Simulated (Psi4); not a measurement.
C$_{2}$H$_{5}$N, charge -1, doublet, geometry from GFN2-xTB (a state made from the parent by changing its charge; the spin is typed, not shown lowest) (a gas-phase anion, which may not be bound at this level), atoms displaced at random by about 0.002 Å a coordinate; BLYP/6-31G (Psi4).

Here is a job for Psi4.
```
memory 2 GB

molecule {
-1 2
C     1.06814535   -0.35854079    0.01931977
N    -0.05239616    0.36902594    0.45426213
C    -1.15708591    0.24111118   -0.36343593
H     1.58088342    0.07123105   -0.88632779
H     1.83654538   -0.37307075    0.81494710
H     0.86451440   -1.43333120   -0.25750090
H    -1.28674986   -0.70196488   -0.94170742
H    -2.08900050    0.56679528    0.11301238
}

set {
  basis 6-31g
  reference uks
}

energy('blyp')
print_variables()
```

What the program printed (banner, timings and long lists left out):

```
   => Loading Basis Set <=

    Name: 6-31G
    Role: ORBITAL
    Keyword: BASIS

         ---------------------------------------------------------
                                   SCF
               by Justin Turney, Rob Parrish, Andy Simmonett
                          and Daniel G. A. Smith
                              UKS Reference
         ---------------------------------------------------------

  ==> Geometry <==

    Molecular point group: c1
    Full point group: C1

    Geometry (in Angstrom), charge = -1, multiplicity = 2:

       Center              X                  Y                   Z               Mass
    ------------   -----------------  -----------------  -----------------  -----------------
         C            1.088769533129    -0.402064733688    -0.005424263065    12.000000000000
         N           -0.031771976871     0.325501996312     0.429518096935    14.003074004430
         C           -1.136461726871     0.197587236312    -0.388179963065    12.000000000000
         H            1.601507603129     0.027707106312    -0.911071823065     1.007825032230
         H            1.857169563129    -0.416594693688     0.790203066935     1.007825032230
         H            0.885138583129    -1.476855143688    -0.282244933065     1.007825032230
         H           -1.266125676871    -0.745488823688    -0.966451453065     1.007825032230
         H           -2.068376316871     0.523271336312     0.088268346935     1.007825032230

  Running in c1 symmetry.

  Rotational constants: A =      1.59976  B =      0.35280  C =      0.30824 [cm^-1]
  Rotational constants: A =  47959.68453  B =  10576.77060  C =   9240.81307 [MHz]
  Nuclear repulsion =   70.753256694024756

  Charge       = -1
  Multiplicity = 2
  Electrons    = 25
  Nalpha       = 13
  Nbeta        = 12

  ==> Algorithm <==

  SCF Algorithm Type is DF.
  DIIS enabled.
  MOM disabled.
  Fractional occupation disabled.
  Guess Type is SAD.
  Energy threshold   = 1.00e-06
  Density threshold  = 1.00e-06
  Integral threshold = 1.00e-12

  ==> Primary Basis <==

  Basis Set: 6-31G
    Blend: 6-31G
    Number of shells: 25
    Number of basis functions: 37
    Number of Cartesian functions: 37
    Spherical Harmonics?: false
    Max angular momentum: 1

  ==> DFT Potential <==

   => LibXC <=

    Version 7.1.2
    S. Lehtola, C. Steigemann, M. J. T. Oliveira, and M. A. L. Marques,  SoftwareX 7, 1–5 (2018) (10.1016/j.softx.2017.11.002)

   => Composite Functional: BLYP <=

[...]
      Ntotal   =   24.9999990471 ; deviation = -9.529e-07

   @Spin Contamination Metric:   1.421252112E-03
   @S^2 Expected:                7.500000000E-01
   @S^2 Observed:                7.514212521E-01
   @S   Expected:                5.000000000E-01
   @S   Observed:                5.000000000E-01

    Orbital Energies [Eh]
    ---------------------

    Alpha Occupied:

[...]
      13A      0.186187

    Alpha Virtual:

[...]
    Beta Occupied:

[...]
    Beta Virtual:

[...]
      37A      1.733258

    Final Occupation by Irrep:
              A
    DOCC [    12 ]
    SOCC [     1 ]
    NA   [    13 ]
    NB   [    12 ]

  @DF-UKS Final Energy:  -133.75545815143587

   => Energetics <=

    Nuclear Repulsion Energy =             70.7532566940247563
    One-Electron Energy =                -325.7582865346442986
    Two-Electron Energy =                 141.0298331417774023
    DFT Exchange-Correlation Energy =     -19.7802614525937130
    Empirical Dispersion Energy =           0.0000000000000000
    VV10 Nonlocal Energy =                  0.0000000000000000
    Total Energy =                       -133.7554581514358745

  UHF NO Occupations:
  HONO-2 :   11  A 1.9998943
  HONO-1 :   12  A 1.9995861
  HONO-0 :   13  A 1.0000000
  LUNO+0 :   14  A 0.0004139
  LUNO+1 :   15  A 0.0001057
  LUNO+2 :   16  A 0.0000812
  LUNO+3 :   17  A 0.0000451

Computation Completed

Properties will be evaluated at   0.000000,   0.000000,   0.000000 [a0]

Properties computed using the SCF density matrix

 Multipole Moments:

 ------------------------------------------------------------------------------------
     Multipole            Electronic (a.u.)      Nuclear  (a.u.)        Total (a.u.)
 ------------------------------------------------------------------------------------

 L = 1.  Multiply by 2.5417464519 to convert [e a0] to [Debye]
 Dipole X            :         -0.4133458            0.9462931            0.5329473
 Dipole Y            :          1.5011010           -1.9583444           -0.4572434
 Dipole Z            :          1.2291325           -1.2024242            0.0267083
 Magnitude           :                                                    0.7027216

 ------------------------------------------------------------------------------------

  Variable Map:
  ----------------------------------------------------------------------------
[...]
  Array Variable Map:
  ----------------------------------------------------------------------------
[...]
[...]
```
